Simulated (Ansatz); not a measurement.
Two isomers of BFH4OSSi: A = `F[SiH2]OBS`, B = `OB(F)[SiH2]S`.

Program: Ansatz. Geometries: PBE0-D4/def2-TZVP. ΔE: electronic, gas phase. CCSD(T)/CBS adds triple-zeta CCSD(T) − MP2 to the extrapolated MP2 energy (def2 sets, frozen cores). Functionals use def2-TZVPP. B3LYP here is the variant with VWN-RPA as its local correlation; programs differ in this. One conformer a species, not always the lowest.

Task: Which isomer does CCSD(T)/CBS put lower? Give the gap. (Best estimate.)

Result: The calculation gave: A, by 128.2 kJ/mol.

Task: Give E(B) − E(A) in kJ/mol with r2SCAN-D4, MP2/def2-TZVPP, HF/def2-TZVPP, PBE-D4, PBE0-D4, B2PLYP, B3LYP-D4. (Estimate.)

Result: The calculation gave: r2SCAN-D4 121.1, MP2/def2-TZVPP 134.3, HF/def2-TZVPP 146.6, PBE-D4 100.0, PBE0-D4 107.3, B2PLYP 130.9, B3LYP-D4 126.5. None reverses the order clearly.

Largest T1 diagnostic: 0.013.

From PBE to PBE0 (25 % exact exchange), in def2-TZVPP and without D4, E(B) − E(A) moves by +7.4 kJ/mol. In def2-TZVPP, CCSD(T) changes the Hartree–Fock value by −21.0 kJ/mol (the triples alone add −2.7 kJ/mol) and MP2 by −12.4 kJ/mol.
